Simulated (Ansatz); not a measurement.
A nudged elastic band was laid between two geometries of C2H6ClGeN (11 atoms, charge 0, multiplicity 1).

These are results of Ansatz 0.2.0, RKS B3LYP-D4/def2-SVP, not measurements.

* movable images: 9
* climbing image: yes
* spring: 5.0 eV/Å²
* optimiser: quadratic models (default)
* start path: through a guess of the saddle point
* force threshold: 0.05 eV/Å
* iteration limit: 41
* end points: relaxed

First end point:

```xyz
11
Properties=species:S:1:pos:R:3
C -2.033 0.331 0.262
C -1.022 -0.536 0.139
Ge 0.835 -0.081 0.461
N 1.802 -0.487 -1.035
Cl 0.875 2.073 0.951
H -1.861 1.369 0.564
H -3.070 0.037 0.066
H -1.224 -1.570 -0.167
H 1.503 -0.797 1.646
H 2.805 -0.323 -0.968
H 1.455 -0.071 -1.898
```

Last end point:

```xyz
11
Properties=species:S:1:pos:R:3
C -1.553 0.002 0.062
C -1.411 -0.650 1.220
Ge 1.799 -0.516 0.253
N 1.860 0.169 -1.437
Cl 1.567 1.483 1.274
H -1.148 1.010 -0.069
H -2.070 -0.445 -0.793
H -1.806 -1.661 1.366
H -0.893 -0.189 2.066
H 1.959 -0.417 -2.262
H 1.761 1.157 -1.660
```

Which bonds break or form, and what moves?

Bonds broken: C2–Ge3, Ge3–H9. Bonds formed: C2–H9. C2H6ClGeN becomes C2H4 + ClGeH2N.

What energy profile does the band end with?

It converged. The highest image is number 3 of 0 to 10, 2.84 eV above the first end and 2.84 eV above the last; the last end lies 0.01 eV below the first. Neighbouring images differ by up to 2.3 eV, so the band resolves the path poorly. A vibrational analysis at the climbing image gives one clearly imaginary mode, 1238i cm⁻¹: a first-order saddle point. The orbitals stay closed-shell, which can raise the energy where a bond breaks towards radicals; this wasn't checked here.

| image | path coordinate (Å) | energy (eV) | C2–Ge3 (Å) | Ge3–H9 (Å) | C2–H9 (Å) |
| --- | --- | --- | --- | --- | --- |
| 0 | 0.00 | 0.00 | 1.94 | 1.54 | 2.95 |
| 1 | 0.76 | 0.11 | 1.92 | 1.53 | 2.81 |
| 2 | 1.51 | 0.92 | 1.92 | 1.52 | 2.32 |
| 3 | 2.26 | 2.84 | 2.17 | 1.58 | 1.59 |
| 4 | 3.15 | 0.55 | 2.89 | 2.15 | 1.11 |
| 5 | 4.04 | 0.12 | 3.51 | 2.82 | 1.10 |
| 6 | 4.93 | 0.08 | 3.55 | 3.00 | 1.10 |
| 7 | 5.83 | 0.04 | 3.38 | 3.16 | 1.09 |
| 8 | 6.72 | 0.02 | 3.36 | 3.32 | 1.09 |
| 9 | 7.62 | 0.00 | 3.32 | 3.24 | 1.09 |
| 10 | 8.52 | -0.01 | 3.36 | 3.26 | 1.09 |

What is the geometry of the highest image?


```xyz
11
Properties=species:S:1:pos:R:3:forces:R:3
C -1.868 0.287 0.441 -0.01 0.00 -0.01
C -0.783 -0.445 0.140 0.01 0.00 0.01
Ge 1.259 0.136 0.578 0.00 0.00 0.00
N 1.942 -0.200 -1.088 0.00 0.00 0.00
Cl 0.858 2.291 0.804 0.00 0.00 0.00
H -1.778 1.229 0.996 0.00 0.00 0.00
H -2.877 -0.003 0.123 0.00 0.00 0.00
H -0.877 -1.407 -0.383 0.00 0.00 0.00
H 0.185 -0.719 1.366 0.00 0.00 0.00
H 2.725 -0.846 -1.117 0.00 0.00 0.00
H 1.279 -0.380 -1.838 0.00 0.00 0.00
```

Time of the run: 20 min on 2 threads of Arm Neoverse V1, on a shared host, peak memory 0.33 GiB.
